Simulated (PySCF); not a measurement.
**One change to the structure, seen by NMR**

Starting compound: `[C@@H]1(C)[C@@H]2C[C@@]1(C)[SiH2][SiH2]2`, C6H14Si2.

¹H NMR (400 MHz, computed): δ 3.99 (m, 1H), 3.97 (m, 1H), 3.84 (m, 1H), 3.76 (m, 1H), 2.17 (m, 1H), 1.51 (m, 1H), 1.45 (m, 1H), 1.32 (s, 3H), 1.27 (m, 1H), 1.26 (d, 3H). ¹³C{¹H} NMR (computed): δ 41.9 (CH), 35.7 (CH2), 32.7 (C), 24.7 (CH), 20.2 (CH3), 13.9 (CH3).

Theory: GIAO PBE0/pcSseg-1 shieldings, geometry: GFN2-xTB, in PySCF (averaged over atoms made equivalent by symmetry, fast rotation or ring inversion, a single conformation, relativity neglected, in vacuum).

Referencing at the same level of theory: TMS for ¹H (31.72 ppm) and ¹³C (186.93 ppm). Where no couplings were computed, multiplicities follow the n + 1 count of equivalent neighbours, and m marks all less simple cases (inequivalent or close neighbours, rings, F or P nearby). Shifts are as computed. Against solution values, carbons near 30 ppm lie about +3 ppm off and those near 130 ppm about +5 ppm. Of 1309 compounds with measured shifts, 239 miss one by over three times the rms of a fit or turn the order of signals round; such compounds aren't used in these exercises.

Product 1. ¹H NMR (400 MHz, computed): δ 4.00 (m, 2H), 3.76 (m, 2H), 1.89 (m, 1H), 1.84 (m, 2H), 1.47 (s, 3H), 1.31 (m, 2H). ¹³C{¹H} NMR (computed): δ 40.2 (CH2), 34.7 (C), 26.2 (CH3), 19.0 (CH).

Product 2. ¹H NMR (400 MHz, computed): δ 4.01 (m, 1H), 3.77 (m, 1H), 3.71 (m, 1H), 3.56 (m, 1H), 1.98 (m, 1H), 1.84 (m, 1H), 1.76 (m, 1H), 1.71 (m, 1H), 1.52 (m, 1H), 1.35 (s, 3H), 1.17 (m, 1H), 0.91 (d, 3H). ¹³C{¹H} NMR (computed): δ 43.8 (CH2), 42.1 (CH2), 38.7 (CH), 36.4 (C), 25.5 (CH), 21.3 (CH3), 20.7 (CH3).

Product 3. ¹H NMR (400 MHz, computed): δ 4.11 (m, 1H), 4.11 (m, 1H), 2.08 (m, 1H), 1.35 (m, 1H), 1.30 (m, 1H), 1.22 (m, 3H), 1.13 (s, 3H), 1.02 (m, 1H), 0.95 (m, 1H), 0.88 (m, 1H). ¹³C{¹H} NMR (computed): δ 45.7 (CH), 45.3 (C), 36.8 (CH2), 26.9 (CH), 23.3 (CH3), 22.9 (CH2), 14.8 (CH3).

Product 4. ¹H NMR (400 MHz, computed): δ 4.00 (m, 1H), 3.92 (m, 1H), 2.08 (m, 1H), 1.93 (m, 1H), 1.39 (m, 1H), 1.28 (s, 3H), 1.18 (m, 1H), 1.17 (d, 3H), 1.15 (m, 1H), 1.13 (m, 1H). ¹³C{¹H} NMR (computed): δ 46.6 (CH), 39.8 (CH), 39.2 (CH2), 36.2 (C), 17.7 (CH3), 17.2 (CH2), 12.5 (CH3).

**Question.** Each product comes from one edit: CH2 inserted into a C-C bond (`C[C@@H]1C[C@@H]2C[C@@]1(C)[SiH2][SiH2]2`); Si replaced by C (`C[C@@H]1[C@@H]2C[C@@]1(C)C[SiH2]2`); Si replaced by C (`C[C@@H]1[C@H]2C[SiH2][C@]1(C)C2`); terminal C group replaced by H (`C[C@]12C[C@H](C1)[SiH2][SiH2]2`). Which is which?

**Answer.** 
- Product 1: terminal C group replaced by H, C[C@]12C[C@H](C1)[SiH2][SiH2]2. δH 1.89: hydrogen on an sp3 CH bonded to Si. δH 1.47: hydrogen on a methyl carbon.
- Product 2: CH2 inserted into a C-C bond, C[C@@H]1C[C@@H]2C[C@@]1(C)[SiH2][SiH2]2. δC 36.4: fully substituted sp3 carbon bonded to Si. δC 21.3, 20.7: methyl carbon; aliphatic region, no heteroatom directly attached.
- Product 3: Si replaced by C, C[C@@H]1[C@@H]2C[C@@]1(C)C[SiH2]2. δC 36.8: sp3 CH2 in a ring; aliphatic region, no heteroatom directly attached. δH 1.22, 1.13: hydrogen on a methyl carbon; far from electronegative atoms and π systems.
- Product 4: Si replaced by C, C[C@@H]1[C@H]2C[SiH2][C@]1(C)C2. δC 17.7, 12.5: methyl carbon; saturated and bonded to C and H only. δH 2.08, 1.39: hydrogen on an sp3 CH in a ring.
